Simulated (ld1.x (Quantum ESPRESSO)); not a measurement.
**He: ultrasoft pseudisation with PBE, scalar-relativistic reference atom.**

| Item | Value |
| --- | --- |
| Element | helium |
| Generator | ld1.x (Quantum ESPRESSO) 7.5 |
| Type | ultrasoft |
| Functional | PBE |
| Relativity | scalar-relativistic |
| Frozen core | none |
| Valence charge | 2 |
| Reference configuration | 1s1.5 (charge +0.5) |
| Partial waves | 1s (bound): rcut 0.45, rcutus 0.72 bohr; 1s channel at -1.5 Ry: rcut 0.45, rcutus 0.72 bohr; 2p channel at -0.1 Ry: rcut 0.40, rcutus 0.45 bohr |
| Local potential | all-electron potential smoothed inside 0.40 bohr (lloc = -1) |
| Core correction | none |
| Augmentation charge | PSQ, radius 0.40 bohr |

* Largest excitation error: +0.2 meV (all-electron minus pseudo) for 1s2, out of 2 test configurations
* Density cutoff estimated by the generator: 1710 Ry

The ghost test of this file was not conclusive.
